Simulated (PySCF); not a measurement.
## Radial density of Mn (manganese, neutral)

UHF, [Ar] 3d5 4s2, high-spin 6S determinant. All numbers are calculated (PySCF 2.14, no relativity, point nucleus, in 6-31G*).

| r (bohr) | 4πr²ρ (e/bohr) | 4πr²(ρα − ρβ) |
| --- | --- | --- |
| 0.00113 | 0.1584 | 0.0000 |
| 0.00191 | 0.4375 | 0.0000 |
| 0.00321 | 1.168 | 0.0001 |
| 0.00540 | 2.946 | 0.0001 |
| 0.00908 | 6.956 | 0.0003 |
| 0.0153 | 14.44 | 0.0007 |
| 0.0257 | 24.50 | 0.0013 |
| 0.0432 | 29.87 | 0.0017 |
| 0.0727 | 24.90 | 0.0042 |
| 0.122 | 25.31 | 0.0361 |
| 0.206 | 32.94 | 0.3261 |
| 0.346 | 17.15 | 1.5257 |
| 0.582 | 13.26 | 3.8484 |
| 0.979 | 12.08 | 3.8859 |
| 1.65 | 2.876 | 1.4945 |
| 2.77 | 0.8657 | 0.2224 |
| 4.66 | 0.2815 | -0.0346 |
| 7.83 | 0.01745 | -0.0069 |

(1) Where is the radial spin density 4πr²(ρα − ρβ) most negative, and why is it negative at all?

Answers

(1) Around r = 4.66 bohr, down to -0.0346 e/bohr: exchange with the open shell polarises the paired shells in an unrestricted calculation.
